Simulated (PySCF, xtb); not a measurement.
WOF3, SMILES [O]=[W]([F])([F])[F] (connectivity only; charge and spin as stated), neutral, multiplicity 2.

Harmonic wavenumbers (cm⁻¹) from xtb with GFN2-xTB at its own minimum, in rising order: 105, 168, 195, 216, 290, 380, 416, 448, 856.

Task: What does r2SCAN-D4/def2-SVP run with PySCF 2.14.0 give at its own minimum? (Estimate from the structure and the level; the computed values follow.)

Result: 57, 164, 199, 225, 286, 675, 709, 717, 1034. Paired by order, the mean absolute difference is 123 cm⁻¹ and the zero-point energies are 4.4 and 5.8 kcal/mol.
